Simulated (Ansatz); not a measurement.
Computed with Ansatz on PBE0-D4/def2-TZVP structures; ΔE is electronic, products minus reactants. CBS: MP2 limit from def2 TZ/QZ plus the TZ coupled-cluster correction, frozen cores. This one scheme is used for every species. Functionals use def2-TZVPP. B3LYP here is the variant with VWN-RPA as its local correlation; programs differ in this. HSE06 is defined as in plane-wave codes. Each species was taken in one conformer, which may not be the lowest.

`C#CSB[SiH2]C` + BH₃ → `B[SiH2]C` + `BSC#C`  (formal exchange of groups at the Si–B bond)

`C#CSB[SiH2]C`:

Cartesian coordinates in Å:
```
C -1.321 0.669 1.440
C -1.246 1.651 0.674
S -1.122 2.032 -0.907
B -1.396 0.147 -0.275
Si 0.245 -0.969 -0.634
C 1.833 -0.111 -0.117
H -1.405 0.129 2.359
H -2.523 -0.159 -0.529
H 0.316 -1.321 -2.083
H 0.131 -2.264 0.104
H 1.966 0.825 -0.665
H 2.698 -0.748 -0.316
H 1.823 0.121 0.950
```

BH₃:

```xyz
4

B     0.000    0.000    0.000
H    -0.755    0.513    0.769
H     0.030    0.361   -1.137
H     0.725   -0.873    0.368
```

`B[SiH2]C`:

```xyz
10

B     0.135    1.584    0.958
Si   -0.664    0.062   -0.084
C     0.537   -1.261   -0.656
H     1.291    1.647    1.262
H    -0.569    2.484    1.315
H    -1.382    0.637   -1.262
H    -1.713   -0.553    0.788
H     1.046   -1.715    0.196
H     0.021   -2.052   -1.205
H     1.298   -0.834   -1.313
```

`BSC#C`:

```xyz
7

B     0.233   -0.452    0.540
S     1.878    0.097   -0.472
C     0.378    0.613   -0.861
C    -0.827    0.558   -0.567
H     0.229    0.067    1.612
H    -0.009   -1.598    0.321
H    -1.882    0.716   -0.575
```

```json
{"level": "LDA (SPW92)", "ΔE (kJ/mol)": "5.5", "difference from CCSD(T)/CBS": "-8.8"}
{"level": "PBE-D4", "ΔE (kJ/mol)": "9.9", "difference from CCSD(T)/CBS": "-4.4"}
{"level": "revPBE-D4", "ΔE (kJ/mol)": "14.6", "difference from CCSD(T)/CBS": "0.3"}
{"level": "BLYP-D4", "ΔE (kJ/mol)": "12.2", "difference from CCSD(T)/CBS": "-2.1"}
{"level": "r2SCAN-D4", "ΔE (kJ/mol)": "9.1", "difference from CCSD(T)/CBS": "-5.2"}
{"level": "B97M-V", "ΔE (kJ/mol)": "7.3", "difference from CCSD(T)/CBS": "-7.0"}
{"level": "PBE0-D4", "ΔE (kJ/mol)": "11.2", "difference from CCSD(T)/CBS": "-3.1"}
{"level": "B3LYP-D4", "ΔE (kJ/mol)": "11.9", "difference from CCSD(T)/CBS": "-2.4"}
{"level": "r2SCANh-D4", "ΔE (kJ/mol)": "9.6", "difference from CCSD(T)/CBS": "-4.7"}
{"level": "r2SCAN0-D4", "ΔE (kJ/mol)": "10.1", "difference from CCSD(T)/CBS": "-4.2"}
{"level": "HSE06-D4", "ΔE (kJ/mol)": "10.9", "difference from CCSD(T)/CBS": "-3.4"}
{"level": "BHLYP-D4", "ΔE (kJ/mol)": "12.4", "difference from CCSD(T)/CBS": "-1.9"}
{"level": "CAM-B3LYP-D4", "ΔE (kJ/mol)": "8.7", "difference from CCSD(T)/CBS": "-5.6"}
{"level": "ωB97X-V", "ΔE (kJ/mol)": "9.9", "difference from CCSD(T)/CBS": "-4.4"}
{"level": "ωB97M-V", "ΔE (kJ/mol)": "11.3", "difference from CCSD(T)/CBS": "-3.0"}
{"level": "B2PLYP", "ΔE (kJ/mol)": "7.8", "difference from CCSD(T)/CBS": "-6.5"}
{"level": "PBE-QIDH", "ΔE (kJ/mol)": "12.9", "difference from CCSD(T)/CBS": "-1.4"}
{"level": "PBE", "ΔE (kJ/mol)": "1.3", "difference from CCSD(T)/CBS": "-13.0"}
{"level": "revPBE", "ΔE (kJ/mol)": "-1.6", "difference from CCSD(T)/CBS": "-15.9"}
{"level": "BLYP", "ΔE (kJ/mol)": "-4.4", "difference from CCSD(T)/CBS": "-18.7"}
{"level": "r2SCAN", "ΔE (kJ/mol)": "6.5", "difference from CCSD(T)/CBS": "-7.8"}
{"level": "PBE0", "ΔE (kJ/mol)": "3.3", "difference from CCSD(T)/CBS": "-11.0"}
{"level": "B3LYP", "ΔE (kJ/mol)": "-1.8", "difference from CCSD(T)/CBS": "-16.1"}
{"level": "r2SCANh", "ΔE (kJ/mol)": "6.8", "difference from CCSD(T)/CBS": "-7.5"}
{"level": "r2SCAN0", "ΔE (kJ/mol)": "7.0", "difference from CCSD(T)/CBS": "-7.3"}
{"level": "HSE06", "ΔE (kJ/mol)": "3.3", "difference from CCSD(T)/CBS": "-11.0"}
{"level": "BHLYP", "ΔE (kJ/mol)": "0.1", "difference from CCSD(T)/CBS": "-14.2"}
{"level": "CAM-B3LYP", "ΔE (kJ/mol)": "0.3", "difference from CCSD(T)/CBS": "-14.0"}
{"level": "LC-ωPBE", "ΔE (kJ/mol)": "4.5", "difference from CCSD(T)/CBS": "-9.8"}
{"level": "HF/def2-SVP", "ΔE (kJ/mol)": "-0.2", "difference from CCSD(T)/CBS": "-14.5"}
{"level": "MP2/def2-SVP", "ΔE (kJ/mol)": "25.3", "difference from CCSD(T)/CBS": "11.0"}
{"level": "CCSD/def2-SVP", "ΔE (kJ/mol)": "13.2", "difference from CCSD(T)/CBS": "-1.1"}
{"level": "HF/def2-TZVPP", "ΔE (kJ/mol)": "-3.1", "difference from CCSD(T)/CBS": "-17.4"}
{"level": "MP2/def2-TZVPP", "ΔE (kJ/mol)": "23.7", "difference from CCSD(T)/CBS": "9.4"}
{"level": "SCS-MP2/def2-TZVPP", "ΔE (kJ/mol)": "18.1", "difference from CCSD(T)/CBS": "3.8"}
{"level": "CCSD/def2-TZVPP", "ΔE (kJ/mol)": "9.3", "difference from CCSD(T)/CBS": "-5.0"}
{"level": "HF/def2-QZVPP", "ΔE (kJ/mol)": "-3.2", "difference from CCSD(T)/CBS": "-17.5"}
{"level": "SCS-MP2/def2-QZVPP", "ΔE (kJ/mol)": "18.3", "difference from CCSD(T)/CBS": "4.0"}
{"level": "MP2/CBS(def2)", "ΔE (kJ/mol)": "24.5", "difference from CCSD(T)/CBS": "10.2"}
{"level": "CCSD/CBS(def2)", "ΔE (kJ/mol)": "10.0", "difference from CCSD(T)/CBS": "-4.3"}
{"level": "CCSD(T)/CBS", "ΔE (kJ/mol)": "14.3", "difference from CCSD(T)/CBS": "0"}
```

Largest T1 diagnostic among the species: 0.014.

From BLYP to BHLYP (50 % exact exchange), in def2-TZVPP and without D4, ΔE moves by +4.6 kJ/mol. In def2-TZVPP, CCSD(T) changes the Hartree–Fock value by +16.7 kJ/mol (the triples alone add +4.3 kJ/mol) and MP2 by +26.8 kJ/mol.
